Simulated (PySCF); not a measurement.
C3H6GeO, SMILES [CH2]1C(=O)[CH2][GeH2]1. Atoms are numbered in the order given.

```xyz
11

O     -2.5331     0.3432     0.0000
C     -1.4107    -0.0911     0.0000
C     -0.4955    -0.3089    -1.2151
Ge     1.0428     0.0949     0.0000
C     -0.4955    -0.3089     1.2151
H     -0.7606     0.2836    -2.1004
H     -0.4526    -1.3776    -1.4860
H      2.2169    -0.8979     0.0000
H      1.5131     1.5580     0.0000
H     -0.4526    -1.3776     1.4860
H     -0.7606     0.2836     2.1004
```
Charge 0, spin multiplicity 1.

Geometry optimised at B3LYP-D3(BJ)/def2-SVP. This is a generated structure with no PubChem entry under its InChIKey; it may be hypothetical.

The numbers are results of KT2/pcSseg-1 (PySCF), not measurements.

GIAO shieldings, no solvent; atoms listed in one row are averaged. δ = σ(ref) − σ: ¹⁷O against H2O (σ = 330.4 ppm); ¹³C against TMS (σ = 185.1 ppm); ⁷³Ge against GeH4 (σ = 1669.3 ppm); ¹H against TMS (σ = 31.47 ppm), references at their B3LYP-D3(BJ)/def2-TZVP geometries, non-relativistic.

```tsv
nucleus	atoms	count	δ (ppm)
¹⁷O	O1	1	602.9
¹³C	C2	1	189.6
¹³C	C3, C5	2	45.8
⁷³Ge	Ge4	1	85.7
¹H	H8, H9	2	4.51
¹H	H7, H10	2	3.51
¹H	H6, H11	2	2.88
```
